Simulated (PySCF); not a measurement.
PBE0 on Si⁻ (silicon, charge -1), [Ne] 3s2 3p3, high-spin 4S determinant. Calculation: PySCF 2.14, in aug-cc-pCVTZ-DK; the spin-free X2C one-electron Hamiltonian (Gaussian nucleus).

```
cycle= 1 E= -289.917696596035  delta_E= -0.0047  |g|= 0.00923  |ddm|= 0.229
cycle= 2 E= -289.917758083806  delta_E= -6.15e-05  |g|= 0.00562  |ddm|= 0.0521
cycle= 3 E= -289.917794331676  delta_E= -3.62e-05  |g|= 0.00201  |ddm|= 0.0256
cycle= 4 E= -289.917795745027  delta_E= -1.41e-06  |g|= 0.0002  |ddm|= 0.00323
cycle= 5 E= -289.917795776045  delta_E= -3.1e-08  |g|= 2.5e-05  |ddm|= 0.00129
cycle= 6 E= -289.917795776926  delta_E= -8.81e-10  |g|= 1.91e-06  |ddm|= 0.00026
converged SCF energy = -289.917795776926  <S^2> = 3.7503065  2S+1 = 4.0001532
```

Highest occupied orbital energy: 0.391 eV; ⟨L²⟩ = 0.00; populations by l: s 6.00, p 9.00, d 0.00, f 0.00.

**Question.** Can this result be used?

**Answer.** With care. The calculation finished and met its thresholds. At PBE0 the highest occupied level has a positive energy, so only the finite basis holds that electron; in a semilocal or global hybrid functional this comes from self-interaction and does not mean that the real anion is unbound.
